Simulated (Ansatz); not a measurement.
The cluster Si₁₆Bi, relaxed as a doublet with UKS r2SCAN-D4/def2-SVP in Ansatz, starting from the GFN1-xTB geometry. Force threshold 0.03 eV/Å.

In the def2 sets Bi takes a core potential; there is no spin–orbit coupling. Another isomer (doublet) lies 2.32 eV lower at PBE0-D4/def2-TZVP; other spin states weren't run for this one.

Start:

```
atom   x (Å)   y (Å)   z (Å)
 Bi1   2.265   1.886   1.358
 Si2  -2.143   0.080   2.665
 Si3  -0.313  -2.866   0.092
 Si4  -0.432  -1.578   2.100
 Si5   0.423   3.371   0.155
 Si6   0.908   1.580  -1.348
 Si7   0.978  -4.735  -0.428
 Si8   2.324  -0.601  -2.035
 Si9   1.390  -2.935  -1.795
Si10  -1.353   0.947  -1.763
Si11  -1.401  -0.754  -0.109
Si12  -1.463   4.468   0.936
Si13   3.236   1.315  -1.101
Si14  -3.347   0.519   0.721
Si15  -2.038   2.397   0.079
Si16  -1.028  -1.102   4.297
Si17   1.995  -1.990  -3.825
```

Q: Estimate the energy that the relaxation releases and the steps that it takes.

A: 84.4 kcal/mol, in 30 steps; 2.4 min on 2 threads of AMD EPYC 7R13 on a shared host and a share (18 GiB) of an NVIDIA H100 80GB HBM3. No frequencies were taken in this run, so the end may be a saddle point.

Q: Does the start keep its bonding and symmetry?

A: Bonds formed: Bi1–Si4, Si2–Si12, Si2–Si15, Si3–Si8, Si7–Si11, Si8–Si10, Si10–Si17 (atoms count from 1).

Q: Predict the relaxed structure.

A: 
```xyz
17

Bi    2.353    1.497    1.663
Si   -1.889    0.567    1.944
Si    1.047   -2.151    0.455
Si    0.493   -0.463    1.978
Si    0.145    2.619    0.559
Si    1.337    1.789   -1.280
Si   -0.746   -3.456   -0.350
Si    1.885   -0.749   -1.369
Si    0.683   -2.902   -2.162
Si   -0.435    0.368   -1.980
Si   -1.037   -0.949   -0.095
Si   -2.005    3.043    1.302
Si    3.497    0.919   -0.869
Si   -3.343   -0.372    0.349
Si   -2.031    1.502   -0.494
Si   -0.807   -0.194    3.891
Si    0.852   -1.068   -3.542
```
Bond lengths: 30 × Si–Si 2.30 to 2.66 Å; 3 × Bi–Si 2.71 to 2.84 Å.
